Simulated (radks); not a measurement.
Mn+, 24 electrons, occupied as [Ar] 3d6 (not the ground configuration). Calculated with a radial shooting solver on a logarithmic mesh with Libxc functionals: Dirac Kohn-Sham, PBE, spin-unpolarised, spherical densities, finite nucleus; open shells fill j = l - 1/2 first; Fermi nuclear charge, rms radius 3.7057 fm.

Normalised radial functions P(r) = r R(r) (large component), r in bohr:

| r | 2p1/2 | 2p3/2 | 3s1/2 |
|---|---|---|---|
| 0.006176 | 0.0205 | 0.0170 | 0.1523 |
| 0.008995 | 0.0398 | 0.0347 | 0.2045 |
| 0.0131 | 0.0773 | 0.0698 | 0.2646 |
| 0.01908 | 0.1480 | 0.1371 | 0.3232 |
| 0.02757 | 0.2725 | 0.2574 | 0.3586 |
| 0.04015 | 0.4883 | 0.4680 | 0.3361 |
| 0.05848 | 0.8223 | 0.7972 | 0.2070 |
| 0.08517 | 1.2662 | 1.2394 | -0.0579 |
| 0.1231 | 1.7108 | 1.6885 | -0.3978 |
| 0.1792 | 1.9576 | 1.9477 | -0.6307 |
| 0.261 | 1.7594 | 1.7653 | -0.4560 |
| 0.3802 | 1.1344 | 1.1493 | 0.2197 |
| 0.5493 | 0.4764 | 0.4883 | 0.9688 |
| 0.8 | 0.1063 | 0.1107 | 1.1880 |
| 1.165 | 0.0101 | 0.0107 | 0.7755 |
| 1.697 | 0.0003 | 0.0003 | 0.2795 |
| 2.452 | 0.0000 | 0.0000 | 0.0522 |
| 3.571 | 0.0000 | 0.0000 | 0.0037 |
| 5.201 | 0.0000 | 0.0000 | 0.0001 |

2p1/2: eigenvalue -639.35 eV, 0 radial nodes, <r> = 0.245 bohr, 90 % of the charge inside 0.402 bohr. 2p3/2: eigenvalue -628.91 eV, 0 radial nodes, <r> = 0.248 bohr, 90 % of the charge inside 0.406 bohr. 3s1/2: eigenvalue -88.912 eV, 2 radial nodes at r = 0.0795, 0.343 bohr, <r> = 0.857 bohr, 90 % of the charge inside 1.29 bohr.
